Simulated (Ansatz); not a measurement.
```yaml
crystal:
  periodic: [false, false, false]
  atoms:
    - {symbol: N, position_ang: [-0.952187, 0.926502, 1.071092]}
    - {symbol: Si, position_ang: [-0.417541, -0.573210, 1.681853]}
    - {symbol: C, position_ang: [0.876285, -0.735560, -0.965265]}
    - {symbol: O, position_ang: [0.379051, -1.119382, 0.386369]}
    - {symbol: H, position_ang: [-1.666517, 1.494614, 1.540828]}
    - {symbol: H, position_ang: [-0.784341, 1.384838, 0.133175]}
    - {symbol: H, position_ang: [1.282429, 0.373378, -0.869050]}
    - {symbol: H, position_ang: [1.481642, -1.345389, -1.544189]}
    - {symbol: H, position_ang: [-0.162911, -0.429535, -1.492608]}
basis:
  gaussian: {orbitals: def2-mTZVP, point_charges: [{charge: 2.00, position_ang: [4.637, 0.234, 0.232]}]}
magnetization: {spin_polarized: true, initial_magnetization: 2}
hamiltonian: {xc: {name: HF}}
correlation: {active_space: {window: {electrons: 3, orbitals: 2}}}
output: {forces: true}
```

```sh
$ ansatz run in.yaml --threads 2 --pin off --events-out ev --progress --plain --max-ram 4352MiB
```

(1) How does Ansatz answer? (Estimate.)

Results:

(1) Computed: The program refused the input.
```
Error: invalid value for `correlation.active_space`: it starts from restricted Hartree–Fock orbitals; set hamiltonian.xc: hf without magnetization.spin_polarized
```
